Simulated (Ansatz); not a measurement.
Abridged output of a molecular run in Ansatz:

```
Functional definition: HF
962 factors; integrals over basis functions are off by at most 6.3e-4 eV
mean field evaluation 1: about -13071.2986 eV, gradient 1.6e1 eV
mean field evaluation 2: about -13071.3814 eV, gradient 1.6e1 eV
mean field evaluation 4: about -13072.6972 eV, gradient 1.7e0 eV
mean field evaluation 8: about -13072.7187 eV, gradient 2.5e-1 eV
mean field -13072.71907055 eV, -480.4135648357 hartree, gradient 3.3e-6 eV, S^2 0.000000; 0 other end points of the search recorded, 0 dependent functions left out
8 core orbitals not correlated: weight in the atoms' cores, before any rotation towards them, 1.000 or more for the frozen orbitals, at most 0.000 for the correlated occupied ones
reference -13072.71907055 eV, -480.4135648357 hartree; 15, 15 occupied and 77, 77 virtual orbitals, 962 factors
second order -20.63837606 eV of doubles, -0.00000000 eV of singles
cycle   1  -18.93806937 eV  change     1.7e0 eV  update   1.4e-1
cycle   2  -19.48651012 eV  change   -5.5e-1 eV  update   5.4e-2
cycle   3  -19.63153209 eV  change   -1.5e-1 eV  update   3.2e-2
cycle   4  -19.59220082 eV  change    3.9e-2 eV  update   1.3e-2
cycle   5  -19.58532751 eV  change    6.9e-3 eV  update   5.9e-3
cycle   6  -19.59126562 eV  change   -5.9e-3 eV  update   1.6e-3
cycle   7  -19.59039530 eV  change    8.7e-4 eV  update   4.8e-4
cycle   8  -19.59032254 eV  change    7.3e-5 eV  update   1.3e-4
cycle   9  -19.59037889 eV  change   -5.6e-5 eV  update   3.5e-5
cycle  10  -19.59036306 eV  change    1.6e-5 eV  update   7.6e-6
perturbative correction -0.68725660 eV, -0.0252562142 hartree
Total energy: -13092.99669021 eV, -481.1587536135 hartree
```

Its atoms:

Z-matrix (Å, degrees):
```
Sn
Te 1 2.518
```

Which basis set was used?
A. cc-pV(D+d)Z
B. def2-QZVPP
C. def2-TZVPP
D. def2-TZVPPD

C. It gives 100 functions.

Write the keys of the input that set method, charge and spin (a neutral closed shell needs none for the last two).


```yaml
correlation: {method: ccsd_t}
```
